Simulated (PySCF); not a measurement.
# [Dy(NH3)3]2+ at several levels of theory

Computed with PySCF 2.14.0 (density fitting, no spin-orbit coupling) at the geometry relaxed with PBE0:

```xyz
13
[Dy(NH3)3]2+ (singlet in the valence; each metal's 4f electrons, 10 of them, lie in its core potential, out of spins and levels)
Dy    0.0000    0.0000    0.0000
N     2.6173    0.0001    0.0000
H     3.0515   -0.4656    0.8063
H     3.0515   -0.4656   -0.8063
H     3.0515    0.9311    0.0000
N    -1.3088    2.2666    0.0000
H    -1.1225    2.8754    0.8063
H    -1.1225    2.8754   -0.8063
H    -2.3321    2.1772    0.0000
N    -1.3086   -2.2667    0.0000
H    -1.9289   -2.4099    0.8063
H    -1.9289   -2.4099   -0.8063
H    -0.7194   -3.1082    0.0000
```

```json
{"level": "PBE0", "basis": "Dy lcecp-0-SVP with ECP56, N def2-SVP, H def2-SVP", "state": "singlet", "HOMO (eV)": "–", "gap (eV)": "–", "charge on Dy1 (e)": "1.28", "population of f-type functions on Dy1 (polarisation alone where 4f lies in the core)": "0.01", "dipole about the centre of mass (D)": "0.00", "largest force component (eV/Å)": "0.00"}
{"level": "M06-L", "basis": "the same", "state": "singlet", "HOMO (eV)": "–", "gap (eV)": "–", "charge on Dy1 (e)": "1.35", "population of f-type functions on Dy1 (polarisation alone where 4f lies in the core)": "0.01", "dipole about the centre of mass (D)": "0.00", "largest force component (eV/Å)": "0.10"}
{"level": "BLYP", "basis": "the same", "state": "singlet", "HOMO (eV)": "–", "gap (eV)": "–", "charge on Dy1 (e)": "1.16", "population of f-type functions on Dy1 (polarisation alone where 4f lies in the core)": "0.01", "dipole about the centre of mass (D)": "0.00", "largest force component (eV/Å)": "0.43"}
```

In the lcecp rows the 4f levels are missing from HOMO and gap, and the state counts the valence alone.

Charges are Mulliken's, which hang on the basis. The relaxation used the grid (50, 194), these runs (75, 302) or, all-electron (x2c bases, spin-free X2C Hamiltonian), (99, 590).

Task: What does PBE0 with Dy lcecp-0-TZVP with ECP56, N def2-TZVP, H def2-TZVP give here?

Result: state singlet, charge on Dy1 (e) 1.61, population of f-type functions on Dy1 (polarisation alone where 4f lies in the core) 0.01, dipole about the centre of mass (D) 0.00, largest force component (eV/Å) 0.39. Time: 31 s on 2 threads of Arm Neoverse V1, with other jobs on the host, from free ions and atoms.

A frequency check found unstable modes (4, the lowest at -44 cm⁻¹), so the relaxed geometry is probably a saddle point. An lcecp potential fixes the number of 4f electrons, so in runs with it no electron can move into or out of that shell; real Dy(II) is rare or takes another configuration.
